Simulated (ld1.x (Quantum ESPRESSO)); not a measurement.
## Transferability test, TM potential for Te (Z = 52)

```
Element                 : Te
Generator               : ld1.x (Quantum ESPRESSO) 7.5
Type                    : norm-conserving Troullier–Martins (Kleinman–Bylander form)
Functional              : PBEsol
Relativity              : fully relativistic
Frozen core             : [Kr]
Valence charge          : 16
Reference configuration : 4d10 5s1.5 5p4.5
Partial waves           : 5s (bound): rc 1.95 bohr; 5p (bound): rc 2.20 bohr; 4d (bound): rc 1.55 bohr
Local potential         : all-electron potential smoothed inside 2.00 bohr (lloc = -2)
Core correction         : a·sin(br)/r model core inside 1.00 bohr
```

Open shells are filled in proportion to 2j + 1 (rel_dist='average').

Energies are relative to the spin-unpolarised reference configuration 4d10 5s1.5 5p4.5; without spin polarisation the order of configurations can differ from experiment.

| valence configuration | charge | ΔE all-electron (eV) | error AE − PS (meV) |
| --- | --- | --- | --- |
| 4d10 5s2 5p3 | +1 | 5.174 | -0.2 |
| 4d10 5s2 5p2 | +2 | 23.168 | +7.4 |
| 4d10 5s0 5p6 | 0 | 14.093 | -4.7 |
| 4d10 5s2 5p4.3 | -0.3 | -6.078 | +0.4 |
| 4d10 5s2 5p3.5 | +0.5 | -0.683 | -1.1 |
| 4d9 5s2 5p4 | +1 | 44.557 | -257 |

Question: What are ΔE and the potential's error for 4d10 5s2 5p4?

Answer: ΔE = -4.600 eV all-electron; the error (AE − PS) is -0.4 meV.

Levels in the configuration 4d10 5s2 5p2:

| level | all-electron (eV) | pseudo (eV) |
| --- | --- | --- |
| 4d j=3/2 | -61.793 | -61.592 |
| 4d j=5/2 | -60.315 | -60.119 |
| 5s j=1/2 | -32.784 | -32.757 |
| 5p j=1/2 | -23.102 | -23.088 |
| 5p j=3/2 | -22.016 | -22.006 |
